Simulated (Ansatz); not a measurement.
`C[Se][GeH2][Cl]`. The species carries charge 0 and has multiplicity 1. Geometry: relaxed with PBE0-D4/def2-TZVP. It is one conformer, not always the lowest.

```xyz
9

C     0.065   -1.410    0.804
Se    0.811    0.348    1.232
Ge   -0.096    1.458   -0.599
Cl    0.691    0.624   -2.435
H     0.431   -1.740   -0.165
H    -1.023   -1.374    0.817
H     0.418   -2.086    1.581
H     0.316    2.933   -0.541
H    -1.614    1.247   -0.693
```

Task: What is the dipole moment at r2SCAN/def2-TZVPP? (An estimate is asked.)

Result: Ansatz gave: 1.79 D, with components (-1.26, -0.53, 1.15) D in this frame, pointing from negative to positive charge.

Task: And with PBE, B3LYP, ωB97M-V? (An estimate is asked.)

Result: Ansatz gave: PBE 1.72 D, B3LYP 1.76 D, ωB97M-V 1.74 D.

Task: Give the Mulliken charges with r2SCAN, ωB97M-V, B3LYP in def2-TZVPP. (Best estimate.)

Result: Ansatz gave: 
```csv
atom,r2SCAN,ωB97M-V,B3LYP
C1,-0.25,-0.43,-0.38
Se2,-0.16,-0.11,-0.13
Ge3,0.39,0.27,0.36
Cl4,-0.33,-0.29,-0.32
H5,0.12,0.16,0.15
H6,0.11,0.16,0.14
H7,0.10,0.15,0.13
H8,0.02,0.05,0.02
H9,0.01,0.04,0.01
```

B3LYP here is the variant with VWN-RPA as its local correlation; programs differ in this.
